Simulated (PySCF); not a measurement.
B(F)(Me)(nBu), C5H12BF, SMILES CCCCB(C)F at its GFN2-xTB optimised geometry (Å):

```
19

B      0.2737    -1.6187     0.0000
F      1.6002    -1.6187     0.0000
C     -0.4491    -3.0237     0.0031
H     -1.5319    -2.9587     0.0374
H     -0.1180    -3.6212     0.8510
H     -0.1743    -3.5905    -0.8853
C     -0.4925    -0.2320     0.0000
C      0.4064     1.0068    -0.0773
C     -0.3736     2.3199    -0.1516
C     -1.1302     2.6430     1.1319
H     -1.2028    -0.2084    -0.8322
H     -1.1081    -0.1754     0.9020
H      1.0652     1.0275     0.7932
H      1.0404     0.9247    -0.9628
H      0.3299     3.1303    -0.3574
H     -1.0776     2.2754    -0.9863
H     -0.4500     2.6538     1.9810
H     -1.9092     1.9094     1.3241
H     -1.6002     3.6212     1.0574
```

Method: B3LYP/def2-SVP in PySCF 2.14.0. Cells within 0.4 Å of a nucleus heavier than hydrogen are left out (blank, or x).

Map of the electron localisation function on the plane z = 0.8 Å:

```
|00000000000000000000000000000|
|00000000000000000000000000000|
|00000000012100000000000000000|
|00000000499820000000000000000|
|00000001999960000000000000000|
|00000002999970000000000000000|
|00000000699962000000000000000|
|00000000158655100000000000000|
|00000000256x48300000000000000|
|00000004898677200110000000000|
|00000007999532138985000000000|
|00000003785000389998100000000|
|00000000000001389998100000000|
|00000000006984248983000000000|
|00000000069997311100000000000|
|00000000079997420000000000000|
|00000000027876731244100000000|
|00000000000014413565200000000|
|00000000000002214676300000000|
|00000000022126622465200000000|
|00000000698635630133100000000|
|00000000799758860000000000000|
|00000000587479995000000000000|
|00000000122179998100000000000|
|00000000000069997000000000000|
|00000000000026862000000000000|
|00000000000000100000000000000|
|00000000000000000000000000000|
|00000000000000000000000000000|
```
Scale: ten equal steps from 0.000 (start of '0') to 0.999 (end of '9'), in the order '0123456789'; x runs from -6.00 to 6.00, y from -6.00 (bottom) to 6.00 (top).
